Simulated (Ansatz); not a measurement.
Species: sum formula HSiO$_{2}$F$_{2}$ (charge 0, doublet). It need not be the lowest isomer of its formula. 
Structure (B3LYP-D3(BJ)/def2-TZVP (Ansatz, an electronic-structure program) minimum search):
SMILES: F[Si]([O])(F)O
```xyz
6

Si    -0.0267     0.0035    -0.0059
F     -0.2302    -0.3157     1.5281
F     -0.5844    -1.2313    -0.8066
O     -0.8077     1.4146    -0.3558
O      1.5150     0.2083    -0.4426
H      2.0472     0.8911    -0.0245
```
Charge 0, spin multiplicity 2.

Total electronic energies in hartree. Correlated levels leave the core frozen unless marked. Open shells are spin-unrestricted. No spin-orbit coupling. Non-relativistic. CBS(X,Y): correlation extrapolated as X^-3; Hartree-Fock from the larger set (for Q and 5 zeta extrapolated as (X+1)exp(-9√X)).

| level | program | energy (Eh) |
|---|---|---|
| PBE-D4/def2-TZVPD | Ansatz + dftd4 | -640.06384 |
| CAM-B3LYP-D3(BJ)/def2-TZVPD | Ansatz + dftd3 | -640.48451 |
| B2GP-PLYP-D4/def2-TZVPD | Ansatz + dftd4 | -640.15297 |
| PBE-QIDH/def2-TZVPD | Ansatz | -639.96294 |
| MP2/6-31G | Ansatz | -638.56486 |
| MP2/cc-pVTZ | Ansatz | -639.49960 |
| MP2/cc-pwCVTZ | Ansatz | -639.54092 |
| RI-MP2/cc-pV(T+d)Z | Ansatz | -639.51006 |
| SCS-MP2/STO-3G | Ansatz | -630.10418 |
| SCS-MP2/cc-pV(Q+d)Z | Ansatz | -639.62056 |
| CCSD/STO-3G | Ansatz | -630.12238 |
| CCSD/6-31G* | Ansatz | -639.03495 |
| CCSD/cc-pV(5+d)Z | Ansatz | -639.68727 |
| CCSD(T)/6-31G | Ansatz | -638.57941 |
| CCSD(T)/CBS(cc-pV(Q+d)Z,cc-pV(5+d)Z) | Ansatz | -639.7641 |

Totals of different functionals don't rank their quality; only differences between species are comparable.
